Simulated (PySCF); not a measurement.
Species: BCl2FGeH2.
InChI=1S/BCl2FGeH2/c2-1(3)5-4/h5H2

Computed with EOM-IP-CCSD/aug-cc-pVDZ in PySCF, restricted Hartree–Fock reference, frozen core, non-relativistic, gas phase, PBE0-D3(BJ)/def2-SVP geometry.

The vertical ionisation energies are 10.72, 11.88, 12.34, 12.49, 13.64, 13.72, 14.91, 15.22 eV.

Question: Which Hartree–Fock orbital leads each hole, and what is its Koopmans value −ε?

Answer: 
```csv
leading hole (HF orbital),Koopmans (eV),EOM-IP-CCSD (eV),change (eV),one-hole share
HOMO,11.56,10.72,-0.84,0.96
HOMO-1,12.79,11.88,-0.91,0.95
HOMO-2,13.19,12.34,-0.85,0.95
HOMO-3,13.39,12.49,-0.90,0.95
HOMO-5,14.97,13.64,-1.33,0.94
HOMO-4,14.58,13.72,-0.86,0.94
HOMO-7,16.59,14.91,-1.68,0.94
HOMO-6,16.18,15.22,-0.96,0.94
```

Question: Does the order of the lines follow the orbital energies?

Answer: No: the HOMO-5 hole (13.64 eV) falls below the HOMO-4 hole (13.72 eV); the HOMO-7 hole (14.91 eV) falls below the HOMO-6 hole (15.22 eV). The corrections run from -1.68 to -0.84 eV, with a mean of -1.04 eV over the 8 lines; no line lies above its Koopmans value. Koopmans values leave out both the relaxation of the orbitals and the change in correlation energy.

Question: At what kinetic energies would He I light (21.22 eV) eject these electrons?

Answer: 10.50 eV (HOMO), 9.34 eV (HOMO-1), 8.88 eV (HOMO-2), 8.73 eV (HOMO-3), 7.58 eV (HOMO-5), 7.50 eV (HOMO-4), 6.31 eV (HOMO-7), 6.00 eV (HOMO-6).

Lines less than 0.15 eV apart could change places at a higher level. One root was sought for each valence orbital with −ε under 21 eV, eight at most, so deeper holes and satellites are missing; no vibrational structure.

The values belong to the conformer `[F:1][GeH2:2][B:3]([Cl:4])[Cl:5]`: F1–Ge2–B3–Cl4 -99°.
